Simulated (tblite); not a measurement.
Compound: C4H10FNSi2.
Numbering: `[N:1]#[C:2][C:3]([SiH3:4])([SiH3:5])[CH2:6][CH2:7][F:8]` (hydrogens: H9, H10, H11 on Si4; H12, H13, H14 on Si5; H15, H16 on C6; H17, H18 on C7)

Cartesian coordinates in Å at the GFN2-xTB level; atoms count from 1:
```xyz
18
C4H10FNSi2 angstrom
N     -0.3619   -0.6106   -2.7199
C     -0.3857   -0.3628   -1.5999
C     -0.4067   -0.0518   -0.2113
Si    -2.1412   -0.5627    0.4451
Si    -0.1251    1.8539   -0.0574
C      0.6762   -0.8673    0.5086
C      2.0848   -0.5392    0.0378
F      2.4674    0.6961    0.5118
H     -3.1694    0.1444   -0.3094
H     -2.2828   -2.0104    0.2787
H     -2.1833   -0.2166    1.8659
H      0.1599    2.1148    1.3499
H     -1.3792    2.4927   -0.4649
H      0.9456    2.2904   -0.9448
H      0.6205   -0.6768    1.5832
H      0.5132   -1.9366    0.3448
H      2.1441   -0.4938   -1.0541
H      2.8147   -1.2577    0.4241
```

Method: GFN2-xTB as coded in tblite; computed harmonic values from a numerical Hessian at the method's own geometry, unscaled. This tight-binding method is rough: wavenumbers can miss measured ones by several per cent, in bad cases by 10 to 20. Modes of hydrogen on silicon can be 10 to 20 % off. One conformer, not necessarily the lowest.

Harmonic wavenumbers (cm⁻¹): 57.2, 108.6, 119.7, 122.4, 129.3, 173.4, 191.2, 224.9, 240.9, 296.7, 440.2, 461.9, 472.7, 519.6, 540.5, 551.6, 557.8, 607.5, 752.0, 761.5, 777.1, 780.3, 796.6, 809.3, 827.7, 906.0, 932.5, 990.6, 1058.8, 1102.5, 1143.3, 1210.6, 1242.9, 1322.8, 1335.2, 1448.2, 1467.6, 2259.3, 2271.4, 2278.0, 2309.9, 2321.3, 2329.8, 2368.9, 2950.9, 2954.5, 2961.4, 2976.9.

A = 1694, B = 1036, C = 967.3 MHz; mass 147.034 u (most abundant isotopes); point group C1, symmetry number 1.

Zero-point energy?

Half the sum of the wavenumbers: 26732 cm⁻¹ = 319.78 kJ/mol.

Entropy at 350 K, 1 bar (ideal gas, RRHO, classical rotation)?

Translation 174.43, rotation 125.96, vibration 168.02: S = 468.4 J/(mol K).

And Cp and H(350 K) − H(0)?

Cp = 205.49 J/(mol K), of which vibrations give 172.23 (their classical limit is 48 R = 399.1); H(350 K) − H(0) = 43.12 kJ/mol without the zero-point energy, 31.48 from vibrations.

How do the functions run with temperature in this model?

```json
{"T (K)": "50", "S (J/(mol K))": "246.4", "Cp (J/(mol K))": "56.9", "H − H(0) (kJ/mol)": "2.05", "G − H(0) (kJ/mol)": "-10.27", "ln q(vib)": "0.36"}
{"T (K)": "100", "S (J/(mol K))": "296.3", "Cp (J/(mol K))": "88.6", "H − H(0) (kJ/mol)": "5.74", "G − H(0) (kJ/mol)": "-23.89", "ln q(vib)": "1.61"}
{"T (K)": "298.15", "S (J/(mol K))": "437.2", "Cp (J/(mol K))": "184.3", "H − H(0) (kJ/mol)": "33.01", "G − H(0) (kJ/mol)": "-97.34", "ln q(vib)": "7.78"}
{"T (K)": "373.15", "S (J/(mol K))": "481.9", "Cp (J/(mol K))": "214.2", "H − H(0) (kJ/mol)": "47.98", "G − H(0) (kJ/mol)": "-131.82", "ln q(vib)": "10.10"}
{"T (K)": "500", "S (J/(mol K))": "550.4", "Cp (J/(mol K))": "254.4", "H − H(0) (kJ/mol)": "77.82", "G − H(0) (kJ/mol)": "-197.38", "ln q(vib)": "13.92"}
{"T (K)": "750", "S (J/(mol K))": "664.7", "Cp (J/(mol K))": "309.0", "H − H(0) (kJ/mol)": "148.78", "G − H(0) (kJ/mol)": "-349.78", "ln q(vib)": "20.91"}
{"T (K)": "1000", "S (J/(mol K))": "758.8", "Cp (J/(mol K))": "344.3", "H − H(0) (kJ/mol)": "230.74", "G − H(0) (kJ/mol)": "-528.07", "ln q(vib)": "27.18"}
```

q(vib) and H(0) count from the zero-point level.

What must be added to the electronic energy to get the Gibbs energy at 350 K and 1 bar?

ZPE + [H(350 K) − H(0)] − T·S = 319.78 + 43.12 − 163.95 = 198.95 kJ/mol.

Blend soft modes into free rotors: weight 1/[1 + (100 cm⁻¹/ν̃)⁴] for the oscillator and the rest for a rotor with moment μB/(μ + B), μ = h/(8π²ν), B = 10⁻⁴⁴ kg m². What vibrational entropy results?

159.76 J/(mol K) in place of 168.02, which changes −T·S at 350 K by +2.89 kJ/mol.

Which modes carry the vibrational entropy at 350 K?

57.2 cm⁻¹: 20.37; 108.6 cm⁻¹: 15.09; 119.7 cm⁻¹: 14.29; 122.4 cm⁻¹: 14.11; 129.3 cm⁻¹: 13.67; 173.4 cm⁻¹: 11.30 J/(mol K); the other 42 give 79.19 together.

Hindered rotation and anharmonicity are outside this model. Other conformers, if any are populated, would add a mixing term that is left out. The structure is chiral; the term R ln 2 for an equal mix with its mirror image is left out.
